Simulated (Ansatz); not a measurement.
`F[SiH](F)[SiH3]` + `[OH][GeH]` → `[SiH3][O][GeH]` + `F[SiH2]F` at 600 K and 1 bar (cleavage of the Si–Si bond).

Computed with Ansatz on PBE0-D4/def2-TZVP structures; ΔE is electronic, products minus reactants. CCSD(T)/CBS adds triple-zeta CCSD(T) − MP2 to the extrapolated MP2 energy (def2 sets, frozen cores). This one scheme is used for every species. For Ge outer-core shells are correlated without core-valence functions, which leaves a few kJ/mol of doubt a bond. Scalar relativity is left out up to krypton.

```tsv
species	CCSD(T)/CBS energy (Eh)	H − E (kJ/mol)	S (J/(mol·K))
`F[SiH](F)[SiH3]`	-780.26920	158.1	412.5
`[OH][GeH]`	-2152.47759	79.9	292.6
`[SiH3][O][GeH]`	-2442.79250	139.4	385.9
`F[SiH2]F`	-489.99391	92.8	309.1
```

H − E and S are ideal-gas, rigid-rotor, harmonic terms from PBE0-D4/def2-TZVP. 1 Eh = 2625.50 kJ/mol, R = 8.31446 J/(mol·K).

Problem. By hand: ΔE, ΔH, ΔS and ΔG.

Solution. ΔE = (-2442.79250) + (-489.99391) − (-780.26920) − (-2152.47759) = -0.03962 Eh = -104.0 kJ/mol. Δ(H − E) = 139.4 + 92.8 − 158.1 − 79.9 = -5.8, so ΔH = -109.8 kJ/mol. ΔS = 385.9 + 309.1 − 412.5 − 292.6 = -10.1 J/(mol·K). ΔG = -109.8 − 600 × (-10.1)/1000 = -103.7 kJ/mol.

Problem. By hand: the equilibrium constant, and the temperature at which ΔG would vanish if ΔH and ΔS stayed fixed.

Solution. log₁₀ K = −ΔG/(RT ln 10) = 9.0. ΔG = 0 at ΔH/ΔS = 10871 K, far beyond where these terms or the molecules hold.

The number of gas molecules stays the same, so ΔS is small and ΔH decides. A doubt of 5 kJ/mol in ΔE shifts log₁₀ K by 0.4 here. These are equilibria of isolated gas molecules and say nothing of rates. Largest T1 diagnostic: 0.016 (customary marks: 0.02 for closed shells, 0.045 for open ones).
